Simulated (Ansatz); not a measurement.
Stepwise reaction of `[SH][Al]([Cl])[Cl]` with water, as a gas-phase model of exchange steps in deposition or etching. ΔE in kJ/mol.

Program: Ansatz. Geometries: PBE0-D4/def2-TZVP. ΔE: electronic, gas phase. CBS: MP2 limit from def2 TZ/QZ plus the TZ coupled-cluster correction, frozen cores. This one scheme is used for every species. DFT in def2-TZVPP. B3LYP here is the variant with VWN-RPA as its local correlation; programs differ in this. One conformer a species, not always the lowest.

```tsv
step	reaction	PBE-D4	B3LYP-D4	ωB97M-V	CCSD(T)/CBS
1	`[SH][Al]([Cl])[Cl]` + H₂O → `[OH][Al]([SH])[Cl]` + HCl	25.1	20.4	22.4	25.4
```

Give the row of step 2, `[OH][Al]([SH])[Cl]` + H₂O → `[OH][Al]([OH])[SH]` + HCl. (Best estimate.)

Ansatz gave: 
```csv
step,reaction,PBE-D4,B3LYP-D4,ωB97M-V,CCSD(T)/CBS
2,`[OH][Al]([SH])[Cl]` + H₂O → `[OH][Al]([OH])[SH]` + HCl,33.8,28.9,31.2,32.9
```

By hand: ΔE of the 2 steps together at CCSD(T)/CBS.

(25.4) + (32.9) = 58.3 kJ/mol, or 29.1 kJ/mol a step.

In ΔE each step is higher than the one before. All are uphill at CCSD(T)/CBS. PBE-D4 differs from CCSD(T)/CBS by -0.3 to 0.9 kJ/mol a step. Isolated molecules leave out the surface, adducts and barriers. Largest T1 diagnostic: 0.012.
